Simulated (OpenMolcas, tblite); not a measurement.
**CH5GaO (SMILES C[O][GaH2]): methods side by side**

CH5GaO has 8 atoms, charge 0, and is taken as a singlet. As SMILES, `C[O][GaH2]`. The coordinates come from a PBE0-D4/def2-TZVP relaxation.

Each level gives the vertical ionisation energy (to the doublet cation) (eV). The values are calculated.

| level | kind | program | value (eV) | less CCSD(T)/cc-pVDZ |
| --- | --- | --- | --- | --- |
| IPEA1-xTB | semi-empirical | tblite | 15.19 | +5.18 |
| HF/cc-pVDZ | Hartree–Fock | OpenMolcas | 8.80 | -1.21 |
| SVWN5/cc-pVDZ | LDA | OpenMolcas | 9.94 | -0.07 |
| PBE/cc-pVDZ | GGA | OpenMolcas | 9.97 | -0.04 |
| r2SCAN/cc-pVDZ | meta-GGA | OpenMolcas | 9.93 | -0.08 |
| B3LYP/cc-pVDZ | global hybrid | OpenMolcas | 10.05 | +0.04 |
| CCSD(T)/cc-pVDZ, open shells restricted | coupled cluster or CI | OpenMolcas | 10.01 | 0.00 |

Differences are taken from CCSD(T)/cc-pVDZ, open shells restricted for orientation; it has basis-set and higher-order errors of its own. All-electron rows without a relativistic Hamiltonian named are non-relativistic. The values span 8.80 to 15.19 eV. The xTB values lack the empirical shift that such differences need. In the correlated wave-function rows the outer d shell of Ga is correlated, in sets not made for it.
